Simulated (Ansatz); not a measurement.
The first iterations of a band of CH7ClSSi2 (12 atoms, charge 0, multiplicity 1).

The calculation used Ansatz 0.2.0, RKS PBE/def2-SVP.

* movable images: 8
* climbing image: no
* spring: 5.0 eV/Å²
* optimiser: quadratic models (default)
* start path: through a guess of the saddle point
* force threshold: 0.03 eV/Å
* iteration limit: 60
* end points: relaxed

Image 0:

```xyz
12
Properties=species:S:1:pos:R:3
Si -2.073 0.668 -0.131
S -1.083 -1.173 0.448
C 0.559 -1.073 -0.395
Si 1.862 -0.068 0.538
Cl 1.357 1.959 0.448
H -1.721 0.991 -1.559
H -1.778 1.854 0.741
H -3.536 0.338 -0.015
H 0.444 -0.712 -1.439
H 0.912 -2.126 -0.461
H 3.207 -0.226 -0.118
H 1.927 -0.487 1.976
```

Image 9:

```xyz
12
Properties=species:S:1:pos:R:3
Si -2.058 0.679 -0.454
S -1.141 -0.924 0.662
C 0.502 -1.047 -0.188
Si 1.814 0.089 0.575
Cl 2.188 -0.504 2.534
H -2.128 0.336 -1.920
H -1.323 1.987 -0.319
H -3.439 0.807 0.120
H 0.400 -0.858 -1.279
H 0.821 -2.104 -0.080
H 1.342 1.512 0.582
H 3.098 -0.027 -0.200
```

| iteration | highest image above the first end (eV) | largest band force component (eV/Å) |
| --- | --- | --- |
| 1 | 8.428 | 25.085 |
| 2 | 2.592 | 6.738 |
| 3 | 0.727 | 3.419 |
| 4 | 0.153 | 1.166 |

**Question.** Does the band converge within its limit, and where does its top end?

**Answer.** The run converged. It ended after 14 iterations with the highest image 0.125 eV above the first end. No image climbed, so the highest image needn't sit at the top of the path.

The run took 3.2 min on 2 threads of AMD EPYC 9R14 (Zen 4) (shared host), peak memory 0.2 GiB.
